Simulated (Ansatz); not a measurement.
Mulliken charges of ClGeH5Si2, SMILES `Cl[SiH]1[SiH2][GeH2]1` from r2SCAN/def2-TZVPP in Ansatz (PBE0-D4/def2-TZVP geometry).

```csv
atom,x (Å),y (Å),z (Å),charge (e)
Cl1,-1.950,1.578,-1.679,-0.231
Si2,-0.439,0.270,-1.199,0.291
Si3,1.092,0.705,0.486,0.082
Ge4,-0.464,-1.111,0.728,-0.007
H5,0.083,-0.381,-2.426,-0.056
H6,0.771,1.839,1.388,-0.041
H7,2.553,0.526,0.283,-0.056
H8,-0.038,-2.576,0.585,0.007
H9,-1.520,-0.898,1.816,0.012
```

Task: By hand: the dipole of these point charges (1 e Å = 4.8032 D).

Result: Σ q r = (0.218, -0.333, 0.163) e Å, of length 0.430 e Å = 2.07 D.

Task: How does the dipole of the full density compare? (An estimate is asked.)

Result: Computed: (0.182, -0.133, 0.095) e Å, 1.17 D; the point charges give 1.77 times that, at 19° from its direction.

Point charges leave out the atoms' own dipoles, such as those of lone pairs, and Mulliken's split depends on the basis, so the two needn't agree.
